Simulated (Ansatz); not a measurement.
(HMg-mu-OH)2 (Mg2O2H4). The state is a singlet with charge 0. Geometry PBE-D4/def2-SVP, basis def2-TZVP, Ansatz.

```
run  HOMO (eV)  LUMO (eV)
  A      -9.93       1.18
  B      -6.98      -0.93
  C      -6.64      -0.64
  D      -9.58       1.01
  E      -7.15      -0.64
  F     -10.08       1.55
```

LC-ωPBE has ω = 0.4 bohr⁻¹. B3LYP takes the VWN-RPA correlation.

Task: The runs used B3LYP, HF, LC-ωPBE, PBE0, r2SCANh, ωB97X-V. Estimate which is which.

Result: A LC-ωPBE (range-separated); B B3LYP (20 % exact exchange); C r2SCANh (10 % exact exchange); D ωB97X-V (range-separated); E PBE0 (25 % exact exchange); F HF (100 % exact exchange). Exact exchange lowers occupied and raises empty levels; among semilocal functionals meta-GGAs tend to open the gap a little, and such runs are hard to tell apart. The gap grows from 6.00 eV (r2SCANh) to 11.63 eV (HF).
